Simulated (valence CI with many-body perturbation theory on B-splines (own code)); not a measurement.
**Hyperfine factors and g values of Ne⁴⁺**

Method: relativistic CI+MBPT: four valence electrons over a frozen Dirac-Fock core [He], radial functions for each j: 11 s, 11 p, 9 d, 7 f, 5 g, 2 h, 1 i, with the one-electron correlation potential Σ1, the two-electron term Σ2, the three-electron term Σ3, Breit, model QED; selected CI, second order for the rest, scaled by the run's own slope (own B-spline code, finite nucleus).

Set against measurement, 24 paired levels are off by 82 cm⁻¹ on average, the worst by 205. These come from a selection out of NIST levels in Podobedova, Fuhr, Reader and Wiese, J. Phys. Chem. Ref. Data 33, 525 (2004). Levels without a partner in it may be off by more. Among the levels kept, up to 260 cm⁻¹ of a level comes from second order outside the variational space, and about a tenth of that is noise between levels of different J, which matters for small intervals. 3 measured levels below the end of the list, from 690000 cm⁻¹ on, found no clear computed partner, and computed levels of the same name lie up to 8653 cm⁻¹ from them.

A/g_I is the dipole constant over the nuclear g factor μ/I (μ in nuclear magnetons, uniformly magnetised nucleus), B/Q the quadrupole constant per barn. Both hold the static response of the core; the bare values leave it out. Large factors of s and p1/2 electrons are usually good to 5 to 10 %; those of open d and f shells near neutrality can be off by tens of per cent, and small factors of p3/2, d and f electrons come from cancelling terms and can be off by a factor of two or in sign, in half-filled shells by more. B is blank for J = 1/2, where it vanishes, and for nearly pure S terms. Energies count from the lowest level. Levels with J = 0 are left out.

Names give the largest LS component (configuration and term), which can be under half, so a name can repeat, a term be missing and a line seem to break the LS rules; names also repeat where a configuration has a term twice.

```tsv
Level	E (eV)	g	A/g_I (MHz)	A/g_I bare	B/Q (MHz/b)	B/Q bare
2s2 2p2 3P_1	0.051	1.501	-21.7	228	830	843
2s2 2p2 3P_2	0.137	1.501	1090	1320	-1660	-1690
2s2 2p2 1D_2	3.768	1.000	1730	1730	3270	3320
2s 2p3 5S°_2	10.940	2.002	4180	4330		
2s 2p3 3D°_3	21.806	1.334	4290	4180	-56.0	-59.0
2s 2p3 3D°_2	21.815	1.167	2460	2420	88.3	88.6
2s 2p3 3D°_1	21.818	0.499	-3060	-2870	38.4	38.3
2s 2p3 3P°_2	25.822	1.501	5040	4880	-62.9	-62.6
2s 2p3 3P°_1	25.822	1.500	6120	5940	-85.8	-87.8
2s 2p3 1D°_2	33.571	1.000	1710	1710	-61.7	-56.0
2s 2p3 3S°_1	34.666	2.001	-4960	-3860		
2s 2p3 1P°_1	37.705	1.000	1710	1710	57.9	55.7
2p4 3P_2	51.181	1.500	598	989	1500	1520
2p4 3P_1	51.279	1.501	-430	-14.9	-748	-759
2p4 1D_2	54.150	1.000	1700	1700	-3100	-3150
2s2 2p 3s 3P°_1	73.959	1.498	3250	3260	-901	-914
2s2 2p 3s 3P°_2	74.070	1.501	1760	1830	1820	1850
2s2 2p 3s 1P°_1	75.029	1.002	1640	1680	1810	1830
2s2 2p 3p 1P_1	78.819	0.996	1370	1360	-1080	-1100
2s2 2p 3p 3D_1	79.389	0.504	2290	2120	725	735
2s2 2p 3p 3D_2	79.445	1.167	1270	1310	1020	1040
2s2 2p 3p 3D_3	79.541	1.334	639	745	2190	2220
2s2 2p 3p 3S_1	80.198	1.996	-67.5	238		
2s2 2p 3p 3P_1	80.713	1.505	412	573	593	601
2s2 2p 3p 3P_2	80.768	1.500	946	1090	-1050	-1060
2s2 2p 3p 1D_2	82.245	1.000	1120	1120	2150	2180
2s2 2p 3d 3F°_2	85.626	0.824	1230	1170	-193	-194
2s2 2p 3d 3F°_3	85.725	1.084	741	755	1260	1280
2s2 2p 3d 1D°_2	85.728	0.844	347	305	-382	-386
2s2 2p 3d 3F°_4	85.801	1.250	403	469	1870	1910
2s 2p2 3s 5P_1	86.397	2.503	7670	7580	-184	-187
2s 2p2 3s 5P_2	86.450	1.835	4510	4470	1850	1880
```

(1) Take the isotope of mass number 21, with I = 3/2, μ = -0.6617 μN and Q = 0.1016 b. What is the hyperfine structure of 2s 2p3 3D°_2?

Answers

(1) From the table A = -1090 MHz, B = 8.97 MHz. Shifts from the centre of gravity in MHz: F = 1/2: 4910, F = 3/2: 3270, F = 5/2: 539, F = 7/2: -3270.
